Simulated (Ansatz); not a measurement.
`N[Si](F)(F)Cl`. The species carries charge 0 and has multiplicity 1.

Z-matrix (Å, degrees):
```
Si
F 1 1.577
F 1 1.577 2 109.7
N 1 1.677 2 108.7 3 118.8
Cl 1 2.031 2 106.4 3 -114.7
H 4 1.006 1 121.1 2 -164.0
H 4 1.006 1 121.1 2 44.2
```

Problem. Give the diagnostics of a CCSD(T)/def2-TZVPP run (frozen core, the Gaussian-basis code of Ansatz). (Best estimate.)

Solution. Computed: T1 = 0.0103, largest single amplitude 0.016, largest double 0.024, (T) share of the correlation energy 3.3 %, 9 CCSD cycles. The RHF solution is stable towards an unrestricted one. T1 lies under the customary mark of 0.02 for closed shells.
